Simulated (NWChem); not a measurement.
Species: CH₄CdO; SMILES C[O][CdH]

```xyz
7

Cd     0.0067     0.6312    -0.0002
H      0.4535     2.2135     0.0065
O     -0.5290    -1.2641     0.0003
C      0.3050    -2.3712    -0.0001
H      0.9712    -2.4351     0.8871
H     -0.3055    -3.2952     0.0064
H      0.9621    -2.4415    -0.8935
```
Atoms are numbered in this order, from 1.

Computed with NWChem. Structure relaxed at the PBE0/def2-SVP level. def2 effective core potentials on Cd; no spin-orbit coupling. Ions are spin-unrestricted doublets at the neutral geometry; other ion states weren't tried.

### Question
Estimate the computed values for PBE/def2-SVP. Quantities: vertical ionisation energy, ΔSCF (eV); −ε(HOMO) (eV).

### Answer
```
Item                                   Result
-------------------------------------  ------
vertical ionisation energy, ΔSCF (eV)    9.04
−ε(HOMO) (eV)                            5.30
```
